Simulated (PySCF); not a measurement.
All of these have the formula C5H9NSi. Method: TDDFT CAM-B3LYP/def2-SVPD, vertical, gas phase, core orbitals frozen in the response in PySCF 2.14.0, density-fitted response routines. Geometries: GFN2-xTB; one conformer of each isolated species. Triplets are in the Tamm–Dancoff approximation.

A. `C1C(C=1)[Si@@H](N)C=C`
B. `C=C/N=C/C(=C)[SiH3]`
C. `[H]/N=C\[C@H]1C=CC[SiH2]1`
D. `C=C(C#N)[C@H](C)[SiH3]`

Lowest singlet levels (six at most, fewer where fewer were computed) with oscillator strengths:

1. 5.95 eV (f 0.271); 6.61 eV (f 0.016); 7.07 eV (f 0.043); 7.13 eV (f 0.007); 7.16 eV (f 0.012); 7.70 eV (f 0.010); T1 3.59 eV
2. 5.52 eV (f 0.035); 6.19 eV (f 0.034); 6.37 eV (f 0.007); 6.41 eV (f 0.008); 6.47 eV (f 0.004); 6.79 eV (f 0.010); T1 3.70 eV
3. 5.33 eV (f 0.002); 6.84 eV (f 0.029); 6.93 eV (f 0.006); 7.06 eV (f 0.065); 7.17 eV (f 0.011); 7.23 eV (f 0.031); T1 4.50 eV
4. 4.32 eV (f 0.000); 5.04 eV (f 0.857); 5.85 eV (f 0.001); 6.46 eV (f 0.016); 6.81 eV (f 0.021); 7.03 eV (f 0.016); T1 2.75 eV

Question: Match each spectrum to its molecule.

Answer: 1 = D, 2 = A, 3 = C, 4 = B.
- A: S1 at 5.52 eV, HOMO→LUMO (72%), HOMO→LUMO+1 (16%); Löwdin shares by element: HOMO carbon 65% or more, silicon 11% (atoms not listed hold the other 24%); LUMO carbon 64% or more (atoms not listed hold the other 36%); HOMO -7.93 and LUMO 0.82 eV.
- B: S1 at 4.32 eV, HOMO-1→LUMO (95%); Löwdin shares by element: HOMO carbon 56% or more, nitrogen 14% (atoms not listed hold the other 30%); LUMO carbon 53% or more, nitrogen 17% (atoms not listed hold the other 30%); HOMO -8.09 and LUMO -0.85 eV; point group Cs, 1 of its 6 listed states under f = 0.0005.
- C: S1 at 5.33 eV, HOMO→LUMO+2 (40%), HOMO→LUMO (18%), HOMO→LUMO+1 (17%); Löwdin shares by element: HOMO nitrogen 48%, carbon 25% or more, hydrogen 8% or more (atoms not listed hold the other 19%); LUMO carbon 32% or more, silicon 20% (atoms not listed hold the other 49%); HOMO -8.63 and LUMO 1.02 eV.
- D: S1 at 5.95 eV, HOMO→LUMO (94%); Löwdin shares by element: HOMO carbon 62% or more, nitrogen 10% (atoms not listed hold the other 29%); LUMO carbon 64% or more, nitrogen 14% (atoms not listed hold the other 21%); HOMO -9.02 and LUMO -0.38 eV.
